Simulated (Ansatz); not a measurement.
A nudged elastic band was laid between two geometries of Cl3HSn + H5NSi (12 atoms, charge 0, multiplicity 1).

These are results of RHF/def2-SVP in Ansatz, not measurements.

| Item | Value |
| --- | --- |
| movable images | 7 |
| climbing image | yes |
| spring | 5.0 eV/Å² |
| optimiser | quadratic models (default) |
| start path | through a guess of the saddle point |
| force threshold | 0.03 eV/Å |
| iteration limit | 60 |
| end points | relaxed |

First end point:

```xyz
12
Properties=species:S:1:pos:R:3
Sn 0.131 0.022 0.011
H 0.577 -0.034 1.632
Cl 2.201 0.148 -1.112
Cl -0.928 1.945 -0.803
Cl -0.768 -1.920 -0.947
N -2.261 -0.176 1.311
H -2.877 -0.397 0.544
Si -2.831 1.186 2.298
H -3.745 0.711 3.364
H -1.658 1.821 2.932
H -3.540 2.128 1.416
H -2.134 -1.032 1.829
```

Last end point:

```xyz
12
Properties=species:S:1:pos:R:3
Sn -0.591 0.581 -0.295
H -0.593 -3.084 1.655
Cl 1.457 0.989 0.718
Cl -0.921 2.268 -1.854
Cl -0.491 -1.463 -1.395
N -2.079 0.488 1.018
H -2.521 -0.415 1.040
Si -2.723 1.714 2.078
H -2.676 1.274 3.491
H -1.880 2.917 1.900
H -4.129 2.041 1.746
H -0.686 -2.910 2.375
```

(1) Which bonds break or form, and what moves?

(2) What energy profile does the band end with?

(3) What is the geometry of the highest image?

The band took 36 iterations and roughly 30 core-minutes.

## Answers

(1) Bonds broken: Sn1–H2, N6–H12. Bonds formed: Sn1–N6, H2–H12. Cl3HSn + H5NSi becomes Cl3H4NSiSn + H2.

(2) The forces met the threshold. The highest image is number 2 of 0 to 8, 2.73 eV above the first end and 2.13 eV above the last; the last end lies 0.60 eV above the first. Neighbouring images differ by up to 2.4 eV, so the band resolves the path poorly. A vibrational analysis at the climbing image gives one clearly imaginary mode, 2063i cm⁻¹: a first-order saddle point. The orbitals stay closed-shell, which can raise the energy where a bond breaks towards radicals; this wasn't checked here.

```
image  path coordinate (Å)  energy (eV)  Sn1–H2 (Å)  N6–H12 (Å)  Sn1–N6 (Å)
    0                 0.00         0.00        1.68        1.01        2.73
    1                 1.68         0.35        1.69        1.01        2.59
    2                 3.37         2.73        2.06        1.33        2.14
    3                 4.51         0.86        2.93        2.30        2.00
    4                 5.65         0.63        3.77        3.07        1.99
    5                 6.80         0.61        4.08        3.94        1.99
    6                 7.94         0.60        4.22        4.37        1.99
    7                 9.09         0.61        4.27        3.69        1.99
    8                10.23         0.60        4.15        3.92        1.99
```

(3) 
```xyz
12
Properties=species:S:1:pos:R:3
Sn -0.481 -0.026 -0.137
H -0.238 -1.336 1.438
Cl 1.576 0.885 0.453
Cl -1.304 1.693 -1.522
Cl -0.528 -1.844 -1.586
N -2.075 -0.030 1.293
H -2.857 -0.560 0.926
Si -2.604 1.356 2.282
H -3.341 0.841 3.454
H -1.374 2.055 2.701
H -3.474 2.257 1.502
H -1.132 -0.890 1.673
```

The run took 8.1 min on 4 threads of Arm Neoverse V2, with other jobs on the host, peak memory 0.48 GiB.
